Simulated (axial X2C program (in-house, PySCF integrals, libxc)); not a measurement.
**Nuclear properties of GaP⁻**

Computed with an axial X2C code built on PySCF integrals: two-component X2C with atomic mean-field Coulomb and Gaunt terms, Gaussian nuclei, basis Ga dyall-acv3z, P dyall-av3z with contracted cores.

R = 2.132 Å (near the PBE0 minimum at charge -1 of the determinant lowest at the starting distance; the state shown can have its own minimum elsewhere).

Determinant lowest in the PBE0 search, Ω = 1/2 (⟨Sz⟩ = 0.50, ⟨Lz⟩ = 0.00 at PBE0), spin on the atoms Ga 0.22, P 0.27:

```tsv
level	Eeff magnitude (GV/cm)	Ws magnitude Ga (kHz)	A∥/gI Ga (MHz)	qzz Ga (a.u.)	A∥/gI P (MHz)	qzz P (a.u.)
PBE0	1.29	1.14	185	-1.02	76.3	0.95
HF	1.79	1.45	-67.9	-3.16	540	-0.85
PBE	1.23	1.09	333	-0.84	105	0.93
PBE50	1.29	1.15	48.9	-1.20	57.8	0.98
BHandHLYP	0.267	0.174	-15.8	-2.18	485	0.03
```

Determinant 0.18 eV from it at PBE0 and this distance, Ω = 3/2 (⟨Sz⟩ = 0.50, ⟨Lz⟩ = 1.00 at PBE0), spin on the atoms Ga 0.03, P 0.47:

```
    level  Eeff magnitude (GV/cm)  Ws magnitude Ga (kHz)  Ws magnitude P (kHz)  A∥/gI Ga (MHz)  qzz Ga (a.u.)  A∥/gI P (MHz)  qzz P (a.u.)
     PBE0                  0.0522                 0.0178               0.00183            50.1          -3.48           96.6         -1.31
       HF                   0.141                 0.0385                0.0038            52.4          -3.89           82.5         -1.37
      PBE                  0.0414                 0.0155               0.00149            54.6          -3.25           98.4         -1.30
    PBE50                  0.0618                 0.0197               0.00216            45.9          -3.68           95.6         -1.32
BHandHLYP                  0.0562                 0.0188               0.00171            47.3          -3.67            102         -1.36
```

Eeff is the effective electric field on the electron electric dipole moment in this Ω state and Ws the scalar–pseudoscalar constant of the nucleus named (defined with the proton number Z and per Ω); A∥ (defined per Ω) follows by multiplying with gI = μI/(I μN); qzz is the electric field gradient, eQq0 = 234.96 MHz × Q/barn × qzz. The operators were transformed with the bare-nucleus X2C matrices; with these basis sets, hyperfine constants and field gradients can be off by tens of per cent, and where levels differ in sign neither size nor sign is settled.

Each state is one determinant with collinear spin. Unrestricted Hartree–Fock can overshoot spin polarisation at the nuclei. In the state Ω = 1/2 the sign of Eeff differs between levels (HF, BHandHLYP against PBE0). For an anion, determinants above electron detachment, or with a positive highest level, are held by the basis set. Where Eeff spreads by more than a factor of two the levels disagree and none is to be relied on. At BHandHLYP a later determinant lies lower. States lie within half an eV, so the first need not be the ground state. The sign of Ws at Ga differs between levels in the first state. Further determinants of the search, some of them spin-mixed, are not shown. Where a field gradient or hyperfine factor spreads by more than a factor of two over the levels, a constant derived from it is not to be relied on. PBE0 term energies can be off by some tenths of an eV.
